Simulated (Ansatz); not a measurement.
Geometry optimisation, RKS PBE0-D4/6-31G* (Ansatz).

The input (input.yaml):

```yaml
crystal:
  periodic: [false, false, false]
  atoms:
    - { symbol: Si, position_ang: [0.0, 0.0, 0.0] }
    - { symbol: "N", position_ang: [0.0, 0.0, 1.82] }
    - { symbol: H, position_ang: [-0.877, -0.2713, 2.35] }
    - { symbol: H, position_ang: [0.877, 0.2713, 2.35] }
    - { symbol: F, position_ang: [1.4994, 0.0, -0.5295] }
    - { symbol: F, position_ang: [-0.7489, 1.2974, -0.5295] }
    - { symbol: H, position_ang: [-0.6877, -1.1914, -0.4862] }
basis:
  gaussian: { orbitals: "6-31G*" }
hamiltonian:
  xc: pbe0
  dispersion: d4
relax:
  f_tol: 0.02
  max_steps: 40
```

Run as:

```bash
$ ansatz run input.yaml --threads 1 --pin off --max-ram 2048MiB --backend cpu --events-out ev --progress --plain --runs-dir out
```

Task: Where does it end, and by what steps?

Result: It converged. After 9 steps the energy has fallen by 0.411 eV; H4 moved furthest, 0.33 Å.

| step | energy less start (eV) | largest force component (eV/Å) | accepted |
| --- | --- | --- | --- |
| 0 | 0.0000 | 3.455 | yes |
| 1 | -0.3212 | 1.884 | yes |
| 2 | -0.3885 | 0.288 | yes |
| 3 | -0.3958 | 0.140 | yes |
| 4 | -0.4012 | 0.088 | yes |
| 5 | -0.4016 | 0.304 | yes |
| 6 | -0.4098 | 0.114 | yes |
| 7 | -0.4105 | 0.028 | yes |
| 8 | -0.4106 | 0.048 | yes |
| 9 | -0.4107 | 0.012 | yes |

```xyz
7
Properties=species:S:1:pos:R:3
Si -0.003 -0.015 0.069
N 0.068 -0.094 1.761
H -0.715 -0.447 2.292
H 0.660 0.513 2.310
F 1.487 -0.049 -0.506
F -0.625 1.341 -0.517
H -0.809 -1.143 -0.434
```

Whether the end is a true minimum wasn't checked by a vibrational analysis.

The run took 25 s on 1 thread of Arm Neoverse V1, on a shared host, peak memory 0.14 GiB.
